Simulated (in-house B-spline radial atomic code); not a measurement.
## RPA and G0W0 on PBE0: the boron ion B²⁺

Configuration [He] 2s1, highest spin, mean-field start PBE0. Computed with a B-spline radial code for spherical atoms: all electrons, scalar-relativistic (spin-free one-electron X2C), finite nucleus, each spin shell either full or empty, empty states to l = 9 with an (l + 1/2)⁻⁴ tail; G0W0 by contour deformation at full frequency.

RPA overbinds a lone outer s electron by self-correlation, and G0W0 tends to as well.

Command:
```bash
python run_gw.py task.json out
```
Settings (radii: box in bohr, nucleus in fm):
```
Z                        5
electrons                3
configuration            [He] 2s1
hamiltonian              x2c
method                   pbe0
lmax                     9
rms_radius               2.406
spin_polarised           True
box_radius               17.55
intervals                72
ion_configuration        1s2
```

Cost of the run: 2.4 s on 1 thread of Arm Neoverse N1 (shared host).

Energies (hartree):

```
                                     term      value
                         mean-field total  -23.40621
Hartree-Fock functional on these orbitals  -23.38158
                      direct second order   -0.13552
                    second-order exchange   0.085465
                         SOSEX correction    0.07477
```

(1) What is the RPA correlation energy, and what remains with SOSEX?

Quasi-particle levels (eV):

```tsv
level	occupied	mean field	Σx - vxc	Σc	QP weight	G0W0
2s up	yes	-34.06	-3.78	?	?	?
2s down	no	-26.220	3.49	-2.18	0.911	-24.907
```

G0W0 = mean field + (Σx - vxc) + Σc, with Σc (partial-wave tail included) taken at the quasi-particle energy. Levels of low weight are left out.

(2) Where does G0W0 put 2s up?

(3) What does it cost to remove one electron (to 1s2) by differences of total energies, each species on its own start (correlation terms add to the Hartree-Fock functional)?

## Answers

(1) RPA gives -0.1219 hartree (-1.11 eV per electron); RPA + SOSEX gives -0.047131, and the second-order doubles -0.050059 hartree (no singles). SOSEX takes back 61 % of the RPA value.

(2) At -38.89 eV, with Σc = -1.05 eV and a quasi-particle weight of 0.952. The tabulated removal energy is 37.931 eV (NIST, measured).

(3) PBE0 38.24 eV, Hartree-Fock functional 37.82 eV, + RPA 38.76 eV, + RPA + SOSEX 37.91 eV, + second order 37.93 eV. Tabulated: 37.931 eV (NIST, measured).
